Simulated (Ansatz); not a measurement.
One change: `O=[CH][InH2]` becomes `O=CO`.

Ansatz, PBE0-D4/def2-TZVP geometries, multiplicity 1. Each molecule was computed in one conformer, which needn't be the lowest.

Elements past krypton have def2 core potentials.

| property | `O=[CH][InH2]` |
| --- | --- |
| size of the dipole moment (ωB97M-V/def2-TZVPP) / D | 2.33 |
| HOMO–LUMO gap (B3LYP/def2-TZVPP) / eV | 3.94 |
| zero-point energy (PBE0-D4/def2-TZVP) / kJ/mol | 74.4 |
| size of the dipole moment (PBE/def2-TZVPP) / D | 1.93 |
| HOMO energy (B3LYP/def2-TZVPP) / eV | -6.20 |
| HOMO energy (ωB97M-V/def2-TZVPP) / eV | -8.54 |

(1) What does the change do to each property? (Best estimate.)

Results:

(1) Computed: 
```tsv
property	`O=CO`	shift
size of the dipole moment (ωB97M-V/def2-TZVPP) / D	1.55	-0.78
HOMO–LUMO gap (B3LYP/def2-TZVPP) / eV	7.87	3.93
zero-point energy (PBE0-D4/def2-TZVP) / kJ/mol	89.4	15.0
size of the dipole moment (PBE/def2-TZVPP) / D	1.51	-0.42
HOMO energy (B3LYP/def2-TZVPP) / eV	-8.31	-2.11
HOMO energy (ωB97M-V/def2-TZVPP) / eV	-11.00	-2.46
```

With PBE0 the HOMO falls by 2.18 eV and the LUMO rises by 1.85 eV, so the gap widens by about 4.03 eV. PBE moves the HOMO by -1.72 eV and ωB97M-V by -2.46 eV. The zero-point energy changes by 15.0 kJ/mol with -3 modes. Dipoles are sizes alone; their direction can turn.

B3LYP here is the variant with VWN-RPA as its local correlation; programs differ in this.
